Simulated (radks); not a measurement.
Values are calculated unless marked as measured or tabulated.
All-electron atom: neutral promethium in [Xe] 4f5 6s1 6p1 (not the ground configuration). Code: a radial shooting solver on a logarithmic mesh with Libxc functionals. Model: scalar-relativistic Kohn-Sham, PBE, spin-polarised, spherical densities, finite nucleus; open shells are filled with parallel spins first (spin-orbit coupling, left out, can overturn this in heavy ions); Fermi nuclear charge, rms radius 4.962 fm.

Unscreened Slater integrals over Kohn-Sham orbitals (hartree). They are taken over the spin-up orbitals.

integral,value
"F0(6p,6p)",0.16124
"F2(6p,6p)",0.087524
"F0(6p,4f)",0.21105
"F2(6p,4f)",0.023233
"G2(6p,4f)",0.0061871
"G4(6p,4f)",0.0054132
"F0(6p,6s)",0.18066
"G1(6p,6s)",0.10956
"F0(6p,5p)",0.20599
"F2(6p,5p)",0.039054
"G0(6p,5p)",0.0069034
"G2(6p,5p)",0.0090375
"F0(4f,4f)",0.91521
"F2(4f,4f)",0.41807
"F4(4f,4f)",0.25919
"F6(4f,4f)",0.18562
"F0(4f,6s)",0.27564
"G3(4f,6s)",0.011225
"F0(4f,5p)",0.62659
"F2(4f,5p)",0.22932
"G2(4f,5p)",0.13560
"G4(4f,5p)",0.10114
"F0(6s,6s)",0.21299
"F0(6s,5p)",0.26621
"G1(6s,5p)",0.018504
"F0(5p,5p)",0.53582
"F2(5p,5p)",0.28777

Derived for the open shells (J is the average intra-shell exchange parameter used in DFT+U). 4f: F4/F2 = 0.620, F6/F2 = 0.444, J = (286 F2 + 195 F4 + 250 F6)/6435 = 0.03365 hartree. 6p: J = F2/5 = 0.01750 hartree.
